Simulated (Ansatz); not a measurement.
Molecule: PH4, charge -1, multiplicity 1. Whether it binds its extra electron was not tested at this geometry. 
Structure (B3LYP-D3(BJ)/def2-TZVP (Ansatz, a first-principles code) minimum search):
SMILES: [P@TB16-]([H])([H])([H])[H]
```xyz
5

P     -0.0900    -0.0022     0.0787
H     -0.1334     0.0276    -1.3351
H      1.3057     0.0005     0.3104
H      0.0798     1.7023    -0.0417
H      0.0981    -1.6980    -0.1137
```
Charge -1, spin multiplicity 1.

Basis-set convergence of Hartree-Fock and CCSD correlation energies (hartree) with Ansatz. Correlated levels leave the core frozen unless marked. No spin-orbit coupling. No relativistic terms. This anion needs diffuse functions, which these sets lack.

```tsv
basis	functions	E(HF)	E(corr, CCSD)
cc-pV(D+d)Z	43	-342.94560	-0.19944
cc-pV(T+d)Z	95	-342.96712	-0.24475
cc-pV(Q+d)Z	184	[?]	[?]
```

**Question.** Complete the blanks.

**Answer.** 
- cc-pV(Q+d)Z, E(HF): -342.97357
- cc-pV(Q+d)Z, E(corr, CCSD): -0.25779
